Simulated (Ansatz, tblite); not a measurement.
Removing and adding an electron: the cluster Sr2O3 (the lowest singlet isomer of a short search). The state is a singlet with charge 0. Geometry: PBE0-D4/def2-SVP. Ansatz, gas phase; energy differences of separate SCF runs; the oxidised species was run as a doublet alone; the reduced species was run as a doublet alone.

```xyz
5

Sr   -0.897   -1.377   -0.163
Sr    1.334    0.972   -0.012
O    -0.705    0.602    1.047
O    -0.963    0.939   -0.382
O     1.230   -1.137   -0.491
```

In the def2 sets Sr takes a core potential; there is no spin–orbit coupling. The xTB rows come from tblite. The structure holds one bond between oxygen atoms, so isomers without such links may lie far lower. HOMO above LUMO, or a gap near zero within one spin, warns that the state may not be the lowest or that an electron is smeared out. The structure comes from a short search, and lower isomers may exist.

(1) Estimate orbital energies and vertical ionisation energies and electron affinities at: GFN1-xTB; GFN2-xTB; PBE-D4/def2-TZVP; PBE-D4/def2-TZVPD; r2SCAN-D4/def2-TZVP; r2SCAN-D4/def2-TZVPD; PBE0-D4/def2-TZVP; PBE0-D4/def2-TZVPD.

Results:

(1) 
```json
{"level": "GFN1-xTB", "−HOMO (eV)": "9.22", "vertical IE (eV)": "12.15", "−LUMO (eV)": "7.81", "vertical EA (eV)": "6.21", "HOMO–LUMO gap (eV)": "1.42", "IE − EA (eV)": "5.94", "remarks": "–"}
{"level": "GFN2-xTB", "−HOMO (eV)": "10.38", "vertical IE (eV)": "13.90", "−LUMO (eV)": "10.29", "vertical EA (eV)": "7.13", "HOMO–LUMO gap (eV)": "0.08", "IE − EA (eV)": "6.77", "remarks": "–"}
{"level": "PBE-D4/def2-TZVP", "−HOMO (eV)": "3.20", "vertical IE (eV)": "6.25", "−LUMO (eV)": "1.50", "vertical EA (eV)": "–", "HOMO–LUMO gap (eV)": "1.71", "IE − EA (eV)": "–", "remarks": "–"}
{"level": "PBE-D4/def2-TZVPD", "−HOMO (eV)": "3.23", "vertical IE (eV)": "–", "−LUMO (eV)": "1.49", "vertical EA (eV)": "0.36", "HOMO–LUMO gap (eV)": "1.74", "IE − EA (eV)": "–", "remarks": "HOMO above zero (-1 doublet), gap within one spin near zero (-1 doublet)"}
{"level": "r2SCAN-D4/def2-TZVP", "−HOMO (eV)": "3.28", "vertical IE (eV)": "6.19", "−LUMO (eV)": "0.92", "vertical EA (eV)": "–", "HOMO–LUMO gap (eV)": "2.36", "IE − EA (eV)": "–", "remarks": "–"}
{"level": "r2SCAN-D4/def2-TZVPD", "−HOMO (eV)": "3.29", "vertical IE (eV)": "–", "−LUMO (eV)": "0.89", "vertical EA (eV)": "0.25", "HOMO–LUMO gap (eV)": "2.40", "IE − EA (eV)": "–", "remarks": "HOMO above zero (-1 doublet), gap within one spin near zero (-1 doublet)"}
{"level": "PBE0-D4/def2-TZVP", "−HOMO (eV)": "4.52", "vertical IE (eV)": "6.41", "−LUMO (eV)": "0.94", "vertical EA (eV)": "–", "HOMO–LUMO gap (eV)": "3.57", "IE − EA (eV)": "–", "remarks": "–"}
{"level": "PBE0-D4/def2-TZVPD", "−HOMO (eV)": "4.52", "vertical IE (eV)": "–", "−LUMO (eV)": "0.93", "vertical EA (eV)": "0.24", "HOMO–LUMO gap (eV)": "3.59", "IE − EA (eV)": "–", "remarks": "HOMO above zero (-1 doublet)"}
```

   A HOMO above zero means that the electron is unbound at that level or that self-interaction error raises the level; the energy of removing that electron tells which. Raw xTB energy differences between charge states are shifted by several eV; the methods need an empirical correction for them.
